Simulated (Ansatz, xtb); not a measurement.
Two isomers of BH5O2Si2

We compare X, `B1O[SiH2]O[SiH2]1`, a singlet, with Y, `B1O[SiH2][SiH2]O1`, a singlet. Both are isolated molecules in the gas phase, relaxed with PBE0-D3(BJ)/def2-SVP; the shapes shown needn't be the lowest conformers.

X (Å):

```json
{"atom": "B", "x (Å)": "-1.2305", "y (Å)": "1.2043", "z (Å)": "-0.5300"}
{"atom": "O", "x (Å)": "-0.4504", "y (Å)": "0.1662", "z (Å)": "-0.9183"}
{"atom": "O", "x (Å)": "0.6469", "y (Å)": "0.6669", "z (Å)": "1.4259"}
{"atom": "Si", "x (Å)": "0.7925", "y (Å)": "-0.3553", "z (Å)": "0.1326"}
{"atom": "Si", "x (Å)": "-0.5985", "y (Å)": "1.8286", "z (Å)": "1.3157"}
{"atom": "H", "x (Å)": "-2.1129", "y (Å)": "1.5799", "z (Å)": "-1.2679"}
{"atom": "H", "x (Å)": "0.5279", "y (Å)": "-1.7694", "z (Å)": "0.4958"}
{"atom": "H", "x (Å)": "2.0894", "y (Å)": "-0.1976", "z (Å)": "-0.5707"}
{"atom": "H", "x (Å)": "-1.5433", "y (Å)": "1.6538", "z (Å)": "2.4611"}
{"atom": "H", "x (Å)": "-0.0094", "y (Å)": "3.1990", "z (Å)": "1.4135"}
```

Y (Å):

```xyz
10

B    -0.3610    1.2468   -1.1756
O     0.5238    0.2522   -0.8533
O    -1.0993    1.8670   -0.2027
Si    0.6967   -0.2068    0.7752
Si   -0.9049    1.3866    1.4171
H    -0.4912    1.5798   -2.3270
H     0.3430   -1.6455    0.9356
H     2.1035    0.0111    1.2157
H    -2.2010    0.8857    1.9553
H    -0.4406    2.5423    2.2353
```

Energies in hartree; the thermal terms are from PBE0-D3(BJ)/def2-SVP harmonic frequencies (ideal gas, rigid rotor, one conformer each, 298.15 K, 1 atm) and include the zero-point energy:

|  | X | Y |
| --- | --- | --- |
| E, CCSD(T)/def2-SVP | −755.713378 | −755.731787 |
| E, MP2/def2-SVP | −755.649060 | −755.666759 |
| E, MP2/def2-TZVPP | −756.250741 | −756.260846 |
| zero-point energy | 0.057762 | 0.058004 |
| H(298 K) − E | 0.064630 | 0.064961 |
| G(298 K) − E | 0.028247 | 0.029050 |

Q: Correct the CCSD(T) difference for the basis set by the MP2 change, then work out ΔE, ΔE₀, ΔH and ΔG for X → Y in kJ/mol (1 Eh = 2625.50 kJ/mol) and the equilibrium ratio [Y]/[X].

A: 1. Differences Y − X: CCSD(T) −0.018409, MP2 in the small set −0.017699, MP2 in the large set −0.010105 Eh.
2. ΔE = −0.018409 + (−0.010105 − (−0.017699)) = −0.010815 Eh = −28.39 kJ/mol.
3. ΔE₀ = ΔE + ΔZPE = −0.010815 + (+0.000242) Eh = −27.76 kJ/mol.
4. ΔH = ΔE + (+0.000331) Eh = −27.53 kJ/mol.
5. ΔG = ΔE + (+0.000803) Eh = −26.29 kJ/mol, so ΔS = (ΔH − ΔG)/T = −4.2 J/(mol K).
6. kT = 0.9442 mEh, so K = [Y]/[X] = exp(−ΔG/kT) = exp(+10.60) ≈ 4.0 × 10^4.

Structure Y is favoured at this temperature. An error of 4 kJ/mol in ΔG would change K by a factor of 5. The basis-set step is large, which makes the value less sure. Mirror images and further conformers aren't counted.

As drawn, Y has 1 B–O, 1 Si–Si in place of 1 O–Si, 1 B–Si.

Other levels gave ΔE = −18.7 (GFN2-xTB); −124.4 (HF/STO-3G, GFN2-xTB geometries); −57.7 (r2SCAN-D4/def2-SVP, GFN2-xTB geometries); −57.1 (PBE0-D3(BJ)/def2-SVP); −46.8 (HF/def2-SVP); −46.5 (MP2/def2-SVP); −48.3 (CCSD(T)/def2-SVP) kJ/mol. The correlated steps freeze 13 core orbitals. Programs: Ansatz 0.2.0, xtb 6.7.1.
